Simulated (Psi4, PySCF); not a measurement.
Input for PySCF:
```python
from pyscf import gto, scf, dft

mol = gto.M(
    atom='''
Al   -0.000000   -0.000000   -0.000000
H     0.642794   -0.455149    1.338556
H    -0.275758    1.506779   -0.256226
H    -0.367036   -1.051629   -1.082329
''',
    basis='6-311g**',
    charge=0,
    spin=0,
    verbose=4,
)

mf = dft.RKS(mol)
mf.xc = 'b3lyp'
mf.grids.atom_grid = (99, 590)
mf.grids.prune = None
mf.kernel()
```

Problem. Convert this to an input for Psi4.

Solution. One answer among several that fit: 
```
memory 2 GB

molecule mol {
0 1
Al   -0.000000   -0.000000   -0.000000
H     0.642794   -0.455149    1.338556
H    -0.275758    1.506779   -0.256226
H    -0.367036   -1.051629   -1.082329
}

set {
  basis 6-311g**
  reference rks
  scf_type pk
  puream true
  d_convergence 1e-8
  dft_radial_points 99
  dft_spherical_points 590
}

energy('b3lyp')
print_variables()
```

Both were run: PySCF gave -244.228024 Eh and Psi4 -244.228024 Eh, 0.000 mEh apart.
